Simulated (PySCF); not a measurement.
In(OH)2 (H2InO2), SMILES [OH][In][OH], multiplicity 2. Atoms are numbered in the order given.

```xyz
5

In     0.3073     0.0028     0.0000
O     -0.7303     1.7426     0.0000
H     -1.6777     1.5492     0.0000
O     -0.8902    -1.6431     0.0000
H     -0.4172    -2.4835     0.0000
```
Charge 0, spin multiplicity 2.

Geometry optimised at B3LYP-D3(BJ)/def2-TZVP. The def2 effective core potentials stand for the cores of In; spin–orbit coupling is left out. The values are those of a single conformer.

These are TDA-LC-ωPBE/def2-SVPD (PySCF 2.14.0) values and carry that method's errors.

Vertical excitations. Isolated molecule, no solvent.

Q: Give excitation energies, oscillator strengths and character. (Estimate from the structure and the level; the computed values follow.)

A: 
```csv
state,energy (eV),λ (nm),f,main pairs
root 1,3.61,343,0.000,β HOMO→LUMO 85 %
root 2,3.86,321,0.025,"α HOMO→LUMO 54 %, β HOMO−2→LUMO 37 %"
root 3,4.14,299,0.083,"α HOMO→LUMO 43 %, β HOMO−2→LUMO 48 %"
root 4,4.14,299,0.040,β HOMO−1→LUMO 88 %
root 5,5.13,242,0.012,"α HOMO→LUMO+3 6 %, β HOMO−3→LUMO 76 %"
root 6,5.81,213,0.182,"α HOMO→LUMO+2 59 %, α HOMO→LUMO+1 21 %"
root 7,5.95,208,0.189,"α HOMO→LUMO+3 52 %, α HOMO→LUMO+2 18 %, α HOMO→LUMO+1 9 %, β HOMO−3→LUMO 6 %"
root 8,6.25,198,0.038,"α HOMO−1→LUMO 65 %, β HOMO→LUMO+1 21 %"
root 9,6.64,187,0.037,"α HOMO−2→LUMO 59 %, β HOMO−2→LUMO+1 23 %"
root 10,6.83,181,0.029,"α HOMO→LUMO+1 56 %, α HOMO→LUMO+3 25 %, α HOMO→LUMO+2 9 %"
```
Unrestricted roots are not spin-pure.
